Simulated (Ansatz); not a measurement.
A short molecular-dynamics run on F2GaH3OSi, SMILES `[F][Ga]([F])[O][SiH3]`.

```yaml
crystal:
  periodic: [false, false, false]
  atoms:
    - {symbol: F, position_ang: [0.130109, -2.236736, 1.454630]}
    - {symbol: Ga, position_ang: [1.184768, -1.113505, 0.660475]}
    - {symbol: F, position_ang: [2.883277, -1.413702, 0.757787]}
    - {symbol: O, position_ang: [0.574826, 0.270808, -0.207109]}
    - {symbol: Si, position_ang: [-0.870981, 0.961461, -0.578525]}
    - {symbol: H, position_ang: [-1.630544, 1.276302, 0.659775]}
    - {symbol: H, position_ang: [-1.681025, 0.044126, -1.421980]}
    - {symbol: H, position_ang: [-0.590431, 2.211236, -1.325034]}
basis:
  gaussian: {orbitals: "6-31G*"}
hamiltonian: {xc: {name: r2SCAN}, dispersion: d4}
md: {timestep: 2 fs, n_steps: 50, ensemble: nvt_langevin, temperature: 500, initial_velocities: maxwell_boltzmann, friction: 0.01, seed: 85}
```

```sh
$ ansatz run in.yaml --threads 4 --pin off --events-out ev --progress --plain --max-ram 10444MiB
```

```csv
step,time (fs),potential energy (eV),kinetic (eV),T (K),conserved (eV)
0,0.0,-67776.4474,0.4524,438,–
1,2.0,-67776.4017,0.4397,425,–
2,4.0,-67776.3061,0.3443,333,–
3,6.0,-67776.2027,0.2240,217,–
4,8.0,-67776.1453,0.2017,195,–
5,10.0,-67776.1318,0.2418,234,–
6,12.0,-67776.1354,0.2619,253,–
7,14.0,-67776.1599,0.3088,299,–
8,16.0,-67776.1963,0.3386,327,–
9,18.0,-67776.2307,0.3722,360,–
10,20.0,-67776.2594,0.4074,394,–
11,22.0,-67776.2734,0.4880,472,–
12,24.0,-67776.2675,0.5522,534,–
13,26.0,-67776.2495,0.4792,463,–
14,28.0,-67776.2045,0.4024,389,–
15,30.0,-67776.1540,0.3411,330,–
16,32.0,-67776.1303,0.3470,336,–
17,34.0,-67776.1243,0.3541,342,–
18,36.0,-67776.1151,0.3607,349,–
19,38.0,-67776.1226,0.3919,379,–
20,40.0,-67776.1454,0.3970,384,–
21,42.0,-67776.1626,0.4044,391,–
22,44.0,-67776.1969,0.4286,414,–
23,46.0,-67776.2541,0.4780,462,–
24,48.0,-67776.2854,0.5418,524,–
25,50.0,-67776.2314,0.4392,425,–
26,52.0,-67776.1672,0.3471,336,–
27,54.0,-67776.1472,0.3760,364,–
28,56.0,-67776.1061,0.3953,382,–
29,58.0,-67776.0870,0.4033,390,–
30,60.0,-67776.1304,0.4035,390,–
31,62.0,-67776.1778,0.4987,482,–
32,64.0,-67776.1612,0.5161,499,–
33,66.0,-67776.2001,0.5443,526,–
34,68.0,-67776.2637,0.5604,542,–
35,70.0,-67776.2532,0.5086,492,–
36,72.0,-67776.2233,0.4564,441,–
37,74.0,-67776.2192,0.4575,442,–
38,76.0,-67776.2127,0.3889,376,–
39,78.0,-67776.1559,0.3778,365,–
40,80.0,-67776.1099,0.3711,359,–
41,82.0,-67776.1080,0.4378,423,–
42,84.0,-67776.0723,0.3864,374,–
43,86.0,-67776.0847,0.3908,378,–
44,88.0,-67776.1914,0.4849,469,–
45,90.0,-67776.2753,0.6207,600,–
46,92.0,-67776.2957,0.5999,580,–
47,94.0,-67776.3121,0.5967,577,–
48,96.0,-67776.2653,0.5399,522,–
49,98.0,-67776.1826,0.4497,435,–
50,100.0,-67776.1144,0.3568,345,–
```

Velocities are drawn at the set temperature; a run this short doesn't reach equilibrium.

Frames (Å, forces in eV/Å):

```xyz
8
time=0.0 fs
F     0.130   -2.237    1.455   -0.002   -0.003    0.002
Ga    1.185   -1.114    0.660    0.031   -0.252    0.162
F     2.883   -1.414    0.758   -0.011    0.020   -0.012
O     0.575    0.271   -0.207    0.506    0.071   -0.071
Si   -0.871    0.961   -0.579   -0.358    0.073   -0.032
H    -1.631    1.276    0.660   -0.071    0.043    0.023
H    -1.681    0.044   -1.422   -0.073    0.002   -0.045
H    -0.590    2.211   -1.325   -0.023    0.046   -0.027
8
time=4.0 fs
F     0.097   -2.259    1.474    0.872    0.901   -0.647
Ga    1.191   -1.107    0.654   -0.521   -0.888    0.634
F     2.903   -1.410    0.750   -0.482    0.104   -0.046
O     0.551    0.283   -0.208    2.099   -0.537    0.378
Si   -0.861    0.961   -0.558   -2.010    0.373   -0.122
H    -1.613    1.209    0.729    0.061    0.057   -0.381
H    -1.599   -0.029   -1.397   -0.218    0.183   -0.003
H    -0.748    2.241   -1.329    0.198   -0.193    0.187
8
time=8.0 fs
F     0.070   -2.270    1.477    1.344    1.337   -0.955
Ga    1.201   -1.102    0.650   -0.806   -1.316    0.935
F     2.920   -1.404    0.747   -0.691    0.127   -0.052
O     0.547    0.287   -0.202    2.434   -0.453    0.341
Si   -0.861    0.968   -0.537   -2.501    0.209   -0.387
H    -1.586    1.152    0.776    0.005    0.153   -0.424
H    -1.566   -0.039   -1.401   -0.222    0.264    0.131
H    -0.877    2.255   -1.335    0.436   -0.321    0.412
8
time=12.0 fs
F     0.049   -2.269    1.467    1.579    1.491   -1.061
Ga    1.215   -1.099    0.646   -1.072   -1.636    1.157
F     2.929   -1.397    0.747   -0.570    0.069   -0.029
O     0.570    0.288   -0.192    1.251    0.320   -0.118
Si   -0.878    0.974   -0.515   -1.046   -0.650   -0.276
H    -1.563    1.125    0.777   -0.319    0.261    0.193
H    -1.579    0.002   -1.381   -0.371   -0.142   -0.040
H    -0.942    2.217   -1.316    0.548    0.286    0.174
8
time=16.0 fs
F     0.039   -2.250    1.455    1.585    1.401   -1.021
Ga    1.228   -1.099    0.642   -1.043   -1.910    1.367
F     2.938   -1.393    0.751   -0.429    0.000   -0.009
O     0.610    0.287   -0.183   -0.551    1.273   -0.702
Si   -0.901    0.974   -0.499    0.111   -0.777    0.371
H    -1.595    1.168    0.812    0.008    0.073   -0.197
H    -1.650    0.046   -1.369   -0.211   -0.256    0.018
H    -0.927    2.230   -1.286    0.531    0.196    0.173
8
time=20.0 fs
F     0.039   -2.223    1.436    1.363    1.117   -0.838
Ga    1.236   -1.103    0.642   -0.929   -1.588    1.180
F     2.944   -1.384    0.757   -0.321   -0.062    0.012
O     0.646    0.299   -0.183   -1.599    1.378   -0.852
Si   -0.924    0.968   -0.479    0.841   -0.626    0.087
H    -1.600    1.242    0.819    0.013   -0.095   -0.018
H    -1.778    0.064   -1.333    0.297    0.065    0.304
H    -0.847    2.264   -1.223    0.335   -0.190    0.125
8
time=24.0 fs
F     0.056   -2.193    1.414    0.813    0.564   -0.469
Ga    1.240   -1.113    0.643   -0.677   -0.519    0.545
F     2.948   -1.373    0.767   -0.192   -0.120    0.024
O     0.673    0.322   -0.193   -1.902    0.695   -0.540
Si   -0.942    0.955   -0.452    1.375   -0.751    0.149
H    -1.576    1.326    0.825   -0.134   -0.245    0.340
H    -1.889    0.069   -1.259    0.604    0.226    0.356
H    -0.749    2.247   -1.120    0.115    0.150   -0.406
8
time=28.0 fs
F     0.083   -2.162    1.386   -0.122   -0.303    0.122
Ga    1.246   -1.128    0.643   -0.322    0.985   -0.356
F     2.942   -1.365    0.781    0.196   -0.196    0.040
O     0.687    0.347   -0.200   -1.824   -0.154   -0.090
Si   -0.952    0.938   -0.425    1.748    0.617    0.872
H    -1.589    1.418    0.865    0.174   -0.596   -0.192
H    -1.925    0.070   -1.156    0.350   -0.058    0.004
H    -0.671    2.255   -1.069   -0.200   -0.295   -0.401
8
time=32.0 fs
F     0.108   -2.131    1.359   -1.312   -1.368    0.856
Ga    1.250   -1.141    0.644    0.295    2.543   -1.312
F     2.936   -1.354    0.801    0.577   -0.236    0.044
O     0.674    0.367   -0.196   -1.165   -0.945    0.259
Si   -0.948    0.926   -0.401    1.699    1.269    0.905
H    -1.569    1.439    0.884    0.161   -0.580   -0.163
H    -1.938    0.075   -1.081    0.084   -0.353   -0.230
H    -0.650    2.228   -1.080   -0.338   -0.330   -0.359
8
time=36.0 fs
F     0.124   -2.111    1.335   -2.205   -2.142    1.383
Ga    1.256   -1.146    0.644    0.880    3.605   -1.962
F     2.937   -1.348    0.820    0.699   -0.215    0.023
O     0.644    0.382   -0.189   -0.001   -1.542    0.587
Si   -0.938    0.918   -0.370    0.792    0.480   -0.466
H    -1.542    1.389    0.868   -0.229   -0.070    0.733
H    -1.941    0.046   -1.051    0.275   -0.240    0.011
H    -0.715    2.143   -1.163   -0.210    0.123   -0.309
8
time=40.0 fs
F     0.126   -2.104    1.320   -2.190   -2.133    1.344
Ga    1.269   -1.142    0.642    0.680    3.698   -1.952
F     2.944   -1.345    0.841    0.736   -0.181    0.000
O     0.616    0.388   -0.179    1.302   -1.804    0.778
Si   -0.927    0.914   -0.344   -0.847    0.233   -0.694
H    -1.545    1.323    0.947    0.048    0.033    0.059
H    -1.902   -0.037   -1.016    0.407    0.042    0.291
H    -0.807    2.062   -1.287   -0.136    0.112    0.174
8
time=44.0 fs
F     0.122   -2.120    1.315   -1.321   -1.435    0.827
Ga    1.281   -1.131    0.633    0.071    2.718   -1.240
F     2.959   -1.343    0.861    0.507   -0.133   -0.044
O     0.606    0.378   -0.159    1.817   -1.375    0.631
Si   -0.919    0.915   -0.323   -1.396    0.303   -0.175
H    -1.543    1.272    1.040    0.365    0.097   -0.785
H    -1.809   -0.112   -0.935   -0.057   -0.153    0.117
H    -0.906    1.997   -1.384    0.015   -0.021    0.669
8
time=48.0 fs
F     0.109   -2.148    1.318   -0.119   -0.438    0.141
Ga    1.293   -1.112    0.620   -0.571    1.009   -0.150
F     2.976   -1.335    0.873    0.205   -0.103   -0.084
O     0.614    0.353   -0.135    1.080   -0.100    0.094
Si   -0.923    0.924   -0.308   -0.295   -0.990   -0.236
H    -1.499    1.232    1.018   -0.048    0.514    0.078
H    -1.720   -0.192   -0.832   -0.452   -0.309   -0.134
H    -1.019    1.935   -1.387    0.199    0.419    0.291
8
time=52.0 fs
F     0.100   -2.174    1.326    0.763    0.340   -0.363
Ga    1.306   -1.090    0.610   -0.768   -0.827    0.917
F     2.992   -1.331    0.884   -0.027   -0.071   -0.121
O     0.630    0.326   -0.116    0.027    1.455   -0.592
Si   -0.927    0.931   -0.297    0.275   -2.927   -0.379
H    -1.462    1.244    0.999   -0.351    0.707    0.821
H    -1.670   -0.308   -0.759   -0.171    0.523    0.034
H    -1.103    1.909   -1.348    0.254    0.801   -0.315
8
time=56.0 fs
F     0.107   -2.194    1.335    1.221    0.827   -0.655
Ga    1.320   -1.066    0.607   -0.669   -2.125    1.625
F     3.008   -1.331    0.888   -0.194   -0.021   -0.150
O     0.640    0.317   -0.107   -0.633    2.332   -1.069
Si   -0.933    0.917   -0.289   -0.076   -1.806    0.635
H    -1.435    1.345    1.091    0.176    0.052   -0.763
H    -1.639   -0.377   -0.703   -0.189    0.857    0.080
H    -1.137    1.965   -1.343    0.365   -0.114    0.297
8
time=60.0 fs
F     0.130   -2.206    1.344    1.369    1.095   -0.800
Ga    1.333   -1.045    0.605   -0.541   -2.557    1.857
F     3.022   -1.336    0.889   -0.368    0.050   -0.185
O     0.646    0.325   -0.118   -0.609    2.115   -1.039
Si   -0.934    0.897   -0.272    0.422   -0.017    0.947
H    -1.372    1.481    1.092    0.119   -0.444   -0.876
H    -1.637   -0.344   -0.659   -0.613    0.160   -0.073
H    -1.078    2.003   -1.286    0.221   -0.401    0.169
8
time=64.0 fs
F     0.161   -2.201    1.344    1.247    1.085   -0.771
Ga    1.346   -1.031    0.606   -0.703   -1.894    1.460
F     3.032   -1.344    0.888   -0.391    0.100   -0.199
O     0.649    0.357   -0.137    0.223    0.803   -0.486
Si   -0.930    0.880   -0.248    1.199    0.295    0.229
H    -1.282    1.568    0.979   -0.485   -0.071    0.851
H    -1.676   -0.279   -0.631   -1.031   -0.678   -0.205
H    -0.981    1.973   -1.193   -0.059    0.359   -0.877
8
time=68.0 fs
F     0.199   -2.176    1.340    0.835    0.771   -0.562
Ga    1.357   -1.021    0.611   -0.685   -0.850    0.837
F     3.038   -1.352    0.889   -0.322    0.135   -0.203
O     0.657    0.400   -0.162    0.909   -0.570    0.173
Si   -0.923    0.865   -0.220   -0.132    0.692   -0.616
H    -1.289    1.630    0.982   -0.334   -0.348    0.572
H    -1.820   -0.275   -0.615    0.045    0.325    0.220
H    -0.874    1.972   -1.205   -0.315   -0.157   -0.420
8
time=72.0 fs
F     0.245   -2.143    1.334    0.079    0.097   -0.127
Ga    1.364   -1.012    0.620   -0.298    0.300    0.119
F     3.037   -1.357    0.890   -0.139    0.144   -0.190
O     0.667    0.436   -0.181    1.085   -1.346    0.684
Si   -0.924    0.859   -0.197   -0.818    1.843   -0.728
H    -1.370    1.645    1.046    0.190   -0.766   -0.401
H    -1.921   -0.227   -0.579    0.481    0.328    0.265
H    -0.805    1.944   -1.276   -0.579   -0.599    0.377
8
time=76.0 fs
F     0.291   -2.113    1.328   -0.814   -0.767    0.433
Ga    1.370   -1.001    0.631    0.429    1.271   -0.544
F     3.042   -1.357    0.885    0.009    0.139   -0.164
O     0.689    0.455   -0.192    0.382   -1.324    0.906
Si   -0.931    0.863   -0.185    0.186    1.614   -0.646
H    -1.454    1.594    1.021    0.361   -0.302    0.037
H    -1.948   -0.137   -0.515   -0.027   -0.649   -0.071
H    -0.820    1.856   -1.294   -0.526    0.017    0.049
8
time=80.0 fs
F     0.330   -2.093    1.320   -1.563   -1.546    0.927
Ga    1.375   -0.987    0.638    1.410    1.739   -0.912
F     3.051   -1.358    0.881   -0.097    0.189   -0.172
O     0.723    0.460   -0.193   -0.835   -0.635    0.718
Si   -0.941    0.872   -0.180    0.958   -0.186   -0.378
H    -1.497    1.516    1.000    0.276    0.368    0.781
H    -1.979   -0.133   -0.440    0.132   -0.763   -0.187
H    -0.921    1.778   -1.289   -0.281    0.834   -0.776
8
time=84.0 fs
F     0.365   -2.081    1.315   -1.940   -1.964    1.191
Ga    1.382   -0.969    0.640    2.012    1.718   -0.979
F     3.061   -1.356    0.871   -0.165    0.244   -0.179
O     0.754    0.463   -0.193   -1.821    0.201    0.303
Si   -0.944    0.879   -0.178    0.089   -0.377   -0.635
H    -1.501    1.505    1.077    0.663    0.046   -0.169
H    -2.011   -0.229   -0.382    1.079    0.274   -0.007
H    -1.087    1.793   -1.371    0.084   -0.142    0.476
8
time=88.0 fs
F     0.386   -2.088    1.320   -1.556   -1.569    0.952
Ga    1.395   -0.949    0.641    1.485    1.303   -0.779
F     3.070   -1.343    0.858   -0.036    0.243   -0.155
O     0.758    0.474   -0.191   -1.728    0.451    0.063
Si   -0.939    0.884   -0.181    0.446   -0.133   -0.215
H    -1.420    1.496    1.126    0.529    0.017   -0.470
H    -1.879   -0.281   -0.330    0.467   -0.053   -0.066
H    -1.240    1.777   -1.383    0.393   -0.260    0.670
8
time=92.0 fs
F     0.394   -2.101    1.328   -0.839   -0.781    0.491
Ga    1.413   -0.927    0.643    0.323    0.703   -0.482
F     3.074   -1.328    0.846    0.317    0.181   -0.099
O     0.746    0.482   -0.189   -0.818    0.447   -0.124
Si   -0.927    0.882   -0.183    1.647   -0.061    0.615
H    -1.260    1.480    1.131   -0.056    0.225    0.018
H    -1.645   -0.349   -0.293   -0.764   -1.017   -0.160
H    -1.320    1.755   -1.293    0.191    0.304   -0.260
8
time=96.0 fs
F     0.391   -2.124    1.340    0.077    0.263   -0.095
Ga    1.433   -0.904    0.644   -0.813   -0.210   -0.026
F     3.086   -1.311    0.830    0.496    0.145   -0.063
O     0.736    0.494   -0.185    0.380    0.205   -0.275
Si   -0.903    0.873   -0.179    0.538   -1.311    0.597
H    -1.097    1.509    1.139   -0.474    0.138    0.142
H    -1.531   -0.506   -0.277   -0.337    0.687    0.004
H    -1.349    1.782   -1.246    0.133    0.083   -0.285
8
time=100.0 fs
F     0.384   -2.146    1.353    0.756    1.063   -0.521
Ga    1.451   -0.885    0.646   -1.570   -0.886    0.280
F     3.102   -1.290    0.804    0.578    0.112   -0.029
O     0.731    0.505   -0.184    1.512   -0.197   -0.310
Si   -0.877    0.861   -0.168   -0.474   -0.541    0.307
H    -0.989    1.553    1.144   -0.681   -0.061    0.052
H    -1.474   -0.546   -0.276   -0.406    0.936    0.093
H    -1.355    1.818   -1.233    0.285   -0.426    0.129
```

Hardware: 4 threads of an Arm Neoverse V2 on a shared host. Wall time 100 s, peak host memory 0.18 GiB.
